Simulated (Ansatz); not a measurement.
A search over several starts for the lowest SCF solution of Mg₂H₂Br₂⁺, that is (HMg-mu-Br)2 with one electron fewer at the given spin, in a small basis.

```yaml
crystal:
  periodic: [false, false, false]
  atoms:
    - {symbol: Mg, position_ang: [-1.050371, -0.061092, 1.400159]}
    - {symbol: H, position_ang: [-2.061230, -0.116529, 2.761749]}
    - {symbol: Br, position_ang: [0.641167, -1.730493, 0.405423]}
    - {symbol: Mg, position_ang: [1.050212, 0.061104, -1.400277]}
    - {symbol: H, position_ang: [2.073406, 0.123186, -2.752328]}
    - {symbol: Br, position_ang: [-0.653194, 1.723834, -0.414736]}
basis:
  gaussian: {orbitals: def2-SVP}
total_charge: 1
magnetization: {spin_polarized: true, initial_magnetization: 1}
hamiltonian: {xc: pbe0, dispersion: d4}
output: {orbitals: {seedname: orbitals}}
```

```sh
$ ansatz run in.yaml --threads 4 --pin off --events-out ev --progress --plain --max-ram 3916MiB
```

Shortened log:

```
Functional definition: PBE0
1002 factors; integrals over basis functions are off by at most 5.2e-4 eV
mean field evaluation 1: about -150963.9613 eV, gradient 1.8e1 eV
mean field evaluation 2: about -150959.8862 eV, gradient 2.9e1 eV
mean field evaluation 4: about -150966.1751 eV, gradient 1.3e0 eV
mean field evaluation 8: about -150966.2871 eV, gradient 7.3e-1 eV
mean field evaluation 16: about -150966.2950 eV, gradient 2.4e-4 eV
mean field evaluation 32: about -150964.7504 eV, gradient 1.7e-2 eV
mean field -150966.29496766 eV, -5547.9090114315 hartree, gradient 5.2e-5 eV, S^2 0.771240; 5 other end points of the search recorded, 0 dependent functions left out
reference -150966.29501019 eV, -5547.9090129945 hartree; 48, 47 occupied and 62, 63 virtual orbitals, 1002 factors
Total energy: -150966.42345835 eV, -5547.9137333773 hartree
```

It took 9 s on 4 threads of Arm Neoverse V2 on a shared host.
